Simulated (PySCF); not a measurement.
In(H)(Cl)(NH2) (ClH3InN), SMILES [NH2][InH][Cl]. Heavy atoms are numbered as in [InH:1]([Cl:3])[NH2:4]. Hydrogens are named by the atom that carries them.

Coordinates come from a PBE0-D3(BJ)/def2-SVP optimisation. The def2 effective core potentials stand for the cores of In; spin–orbit coupling is left out. Other conformers were not sampled.

Computed with HF/def2-TZVPD (PySCF).

Mulliken values depend strongly on the basis, most of all with diffuse functions as here. ESP charges are fitted to the potential on shells at 1.4 to 2.0 van der Waals radii. Atomic charges (e), one atom of each kind:

```tsv
atom	ESP fit	Mulliken
In1 (InH)	0.99	1.04
H on In1	-0.22	-0.11
Cl3	-0.42	-0.62
N4 (NH2)	-1.00	-0.66
H on N4	0.33	0.19
```
